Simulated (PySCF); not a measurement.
HAl, charge +1, doublet, at a GFN2-xTB geometry (such geometries of metal compounds can be far from the true shape) (a state made from the parent by changing its charge; the spin is typed, not shown lowest); PBE0/def2-SV(P) (PySCF).

The PySCF input:
```python
from pyscf import gto, scf, dft

mol = gto.M(
    atom='''
Al   -0.000000   -0.000000   -0.111881
H     0.000000    0.000000    1.454449
''',
    basis='def2-sv(p)',
    charge=1,
    spin=1,
    verbose=4,
)

mf = dft.UKS(mol)
mf.xc = 'pbe0'
mf.kernel()
mf.analyze()
```

What the program printed (banner, timings and long lists left out):

```
PySCF version 2.14.0

[INPUT] verbose = 4
[INPUT] num. atoms = 2
[INPUT] num. electrons = 13
[INPUT] charge = 1
[INPUT] spin (= nelec alpha-beta = 2S) = 1
[INPUT] symmetry False subgroup None
[INPUT] Mole.unit = angstrom
[INPUT] Symbol           X                Y                Z      unit          X                Y                Z       unit  Magmom
[INPUT]  1 Al     0.000000000000   0.000000000000  -0.111881000000 AA    0.000000000000   0.000000000000  -0.211424448542 Bohr   0.0
[INPUT]  2 H      0.000000000000   0.000000000000   1.454449000000 AA    0.000000000000   0.000000000000   2.748510272148 Bohr   0.0

nuclear repulsion = 4.39198875202544
number of shells = 10
number of NR pGTOs = 40
number of NR cGTOs = 20
basis = def2-sv(p)
ecp = {}

******** <class 'pyscf.dft.uks.UKS'> ********
method = UKS
initial guess = minao
damping factor = 0
level_shift factor = 0
DIIS = <class 'pyscf.scf.diis.CDIIS'>
diis_start_cycle = 1
diis_space = 8
diis_damp = 0
SCF conv_tol = 1e-09
SCF conv_tol_grad = None
SCF max_cycles = 50
direct_scf = True
direct_scf_tol = 1e-13
number electrons alpha = 7  beta = 6
XC library pyscf.dft.libxc version 7.1.2
    S. Lehtola, C. Steigemann, M. J. T. Oliveira, and M. A. L. Marques,  SoftwareX 7, 1–5 (2018)
XC functionals = pbe0
    C. Adamo and V. Barone,  J. Chem. Phys. 110, 6158 (1999)
    M. Ernzerhof and G. E. Scuseria,  J. Chem. Phys. 110, 5029 (1999)
radial grids:
    Treutler-Ahlrichs [JCP 102, 346 (1995); DOI:10.1063/1.469408] (M4) radial grids

becke partition: Becke, JCP 88, 2547 (1988); DOI:10.1063/1.454033
pruning grids: <function nwchem_prune>
grids dens level: 3
symmetrized grids: False
atomic radii adjust function: <function treutler_atomic_radii_adjust>
small_rho_cutoff = 0
Set gradient conv threshold to 3.16228e-05
tot grids = 28992
init E= -242.649217986038

cycle= 1 E= -242.453260577069  delta_E= 0.196  |g|= 0.121  |ddm|= 0.933
cycle= 2 E= -242.472075620911  delta_E= -0.0188  |g|= 0.0444  |ddm|= 0.659
cycle= 3 E= -242.473951022834  delta_E= -0.00188  |g|= 0.00874  |ddm|= 0.109
cycle= 4 E= -242.474065189661  delta_E= -0.000114  |g|= 0.0022  |ddm|= 0.0294
cycle= 5 E= -242.474073032599  delta_E= -7.84e-06  |g|= 0.000376  |ddm|= 0.00589
cycle= 6 E= -242.474073346268  delta_E= -3.14e-07  |g|= 9.67e-05  |ddm|= 0.0017
cycle= 7 E= -242.474073372901  delta_E= -2.66e-08  |g|= 2.22e-05  |ddm|= 0.000509
cycle= 8 E= -242.474073374738  delta_E= -1.84e-09  |g|= 3.1e-06  |ddm|= 0.000136
cycle= 9 E= -242.474073374774  delta_E= -3.56e-11  |g|= 1.92e-07  |ddm|= 1.9e-05
Extra cycle  E= -242.474073374773  delta_E= 5.68e-14  |g|= 4.65e-08  |ddm|= 6.8e-07
converged SCF energy = -242.474073374773  <S^2> = 0.75737986  2S+1 = 2.0073663
**** SCF Summaries ****
Total Energy =                        -242.474073374773468
Nuclear Repulsion Energy =               4.391988752025435
One-electron Energy =                 -341.607092846912224
Two-electron Energy =                   94.741030720113315
Two-electron Coulomb Energy =          113.347163037946075
DFT Exchange-Correlation Energy =      -18.606132317832760
**** MO energy ****
                             alpha | beta                alpha | beta
MO #1   energy= -56.4926451066161  | -56.4893751095357  occ= 1 | 1
MO #2   energy= -4.52228374589639  | -4.51659673015679  occ= 1 | 1
MO #3   energy= -3.05452485893644  | -3.0509961842294   occ= 1 | 1
MO #4   energy= -3.05452485893642  | -3.05099618422938  occ= 1 | 1
MO #5   energy= -3.0502027672272   | -3.04177816739815  occ= 1 | 1
MO #6   energy= -0.680113963318373 | -0.639430879088257 occ= 1 | 1
MO #7   energy= -0.518051074256555 | -0.381728769717032 occ= 1 | 0
MO #8   energy= -0.315652793658213 | -0.29067286163553  occ= 0 | 0
MO #9   energy= -0.31565279365821  | -0.290672861635527 occ= 0 | 0
MO #10  energy= -0.167753250545362 | -0.124494413586216 occ= 0 | 0
MO #11  energy= -0.0971437255792101 | -0.0802565548001788 occ= 0 | 0
MO #12  energy= 0.0511212245081998 | 0.0853517184569522 occ= 0 | 0
MO #13  energy= 0.0829613830375328 | 0.100926698934048  occ= 0 | 0
MO #14  energy= 0.0829613830375364 | 0.100926698934052  occ= 0 | 0
MO #15  energy= 0.135400633621707  | 0.169422950011076  occ= 0 | 0

To work with the spin densities directly, `use mulliken_meta_spin()` only printing them here.

 ** Mulliken spin pop alpha/beta on meta-lowdin orthogonal AOs **
 ** Mulliken Spin Density (per AO)  **
spin_pop of  0 Al 1s        0.00001
spin_pop of  0 Al 2s        0.00013
spin_pop of  0 Al 3s        0.34520
spin_pop of  0 Al 4s        0.00131
spin_pop of  0 Al 2px      -0.00002
spin_pop of  0 Al 2py      -0.00002
spin_pop of  0 Al 2pz       0.00002
spin_pop of  0 Al 3px       0.00001
spin_pop of  0 Al 3py       0.00001
spin_pop of  0 Al 3pz       0.39091
spin_pop of  0 Al 4px       0.00001
spin_pop of  0 Al 4py       0.00001
spin_pop of  0 Al 4pz       0.01028
spin_pop of  0 Al 3dxy     -0.00000
spin_pop of  0 Al 3dyz      0.00000
spin_pop of  0 Al 3dz^2     0.00204
spin_pop of  0 Al 3dxz      0.00000
spin_pop of  0 Al 3dx2-y2   -0.00000
spin_pop of  1 H 1s        0.25053
spin_pop of  1 H 2s       -0.00042
 ** Mulliken Spin Density (per atom)  **
spin density of  0 Al =      0.74989
spin density of  1 H =      0.25011
 ** Mulliken pop alpha/beta on meta-lowdin orthogonal AOs **
 ** Mulliken pop       alpha | beta **
pop of  0 Al 1s        1.00000 | 0.99999
pop of  0 Al 2s        0.99988 | 0.99975
pop of  0 Al 3s        0.87603 | 0.53083
pop of  0 Al 4s        0.00784 | 0.00653
pop of  0 Al 2px       0.99993 | 0.99994
pop of  0 Al 2py       0.99993 | 0.99994
pop of  0 Al 2pz       0.99996 | 0.99994
pop of  0 Al 3px       0.00004 | 0.00003
pop of  0 Al 3py       0.00004 | 0.00003
pop of  0 Al 3pz       0.46978 | 0.07887
pop of  0 Al 4px       0.00003 | 0.00003
pop of  0 Al 4py       0.00003 | 0.00003
pop of  0 Al 4pz       0.01569 | 0.00541
pop of  0 Al 3dxy      0.00000 | 0.00000
pop of  0 Al 3dyz      0.00000 | 0.00000
pop of  0 Al 3dz^2     0.00433 | 0.00229
pop of  0 Al 3dxz      0.00000 | 0.00000
pop of  0 Al 3dx2-y2    0.00000 | 0.00000
pop of  1 H 1s        0.62367 | 0.37314
pop of  1 H 2s        0.00282 | 0.00325
In total             7.00000 | 6.00000
 ** Mulliken atomic charges   ( Nelec_alpha | Nelec_beta ) **
charge of  0Al =      1.00287  (     6.37351      5.62362 )
charge of  1H =     -0.00287  (     0.62649      0.37638 )

WARN: System has nonzero charge 1; the dipole moment is origin-dependent.
Location of origin: [0. 0. 0.]

Dipole moment(X, Y, Z, Debye):  0.00000,  0.00000, -0.70324
```
